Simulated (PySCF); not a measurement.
Bond length, frequency and bond energy of SrCd by level of theory

State: ¹Σ⁺ (singlet), closed shell. Set-up: basis Sr def2-SVP with ECP28, Cd def2-SVP with ECP28; scalar-relativistic core potentials; PySCF 2.14. De refers to Sr + Cd in their ground configurations, without counterpoise correction. A positive dipole means Sr(−)Cd(+). Levels whose curve was spin-contaminated or gave no clean fit are not listed.

| Level | Re (Å) | ωe (cm⁻¹) | De (eV) | μ (D) | CPU s a point (SCF and correlation, without the integrals) |
| --- | --- | --- | --- | --- | --- |
| LDA | 3.678 | 58.0 | 0.235 | -0.47 | 0.43 |
| PBE | 3.918 | 43.9 | 0.124 | -0.25 | 0.62 |
| PBEsol | 3.789 | 51.2 | 0.168 | -0.26 | 0.42 |
| r²SCAN | 3.861 | 46.2 | 0.108 | -0.13 | 0.84 |
| B3LYP | 4.212 | 26.4 | 0.027 | -0.25 | 0.71 |
| PBE0 | 4.024 | 38.0 | 0.093 | -0.09 | 1.2 |
| LC-ωPBE | 4.356 | 22.8 | 0.037 | 0.24 | 0.78 |

The bond length runs from 3.678 Å (LDA) to 4.356 Å (LC-ωPBE). De spans 0.03 eV (B3LYP, global hybrid GGA) to 0.24 eV (LDA, local density).

Closed-shell solutions of metal pairs were not tested for spin polarisation, which can lower them a little. The bond is weak. Basis-set superposition, not corrected here, can be much of De in a small basis, most of all at correlated wavefunction levels. Functionals without a dispersion term scatter widely for such bonds, and LDA overbinds them.

The whole job (state search and all levels along the bond) took about 3.2 min on 1 thread of Arm Neoverse V1 (shared host), peak memory 0.72 GiB.
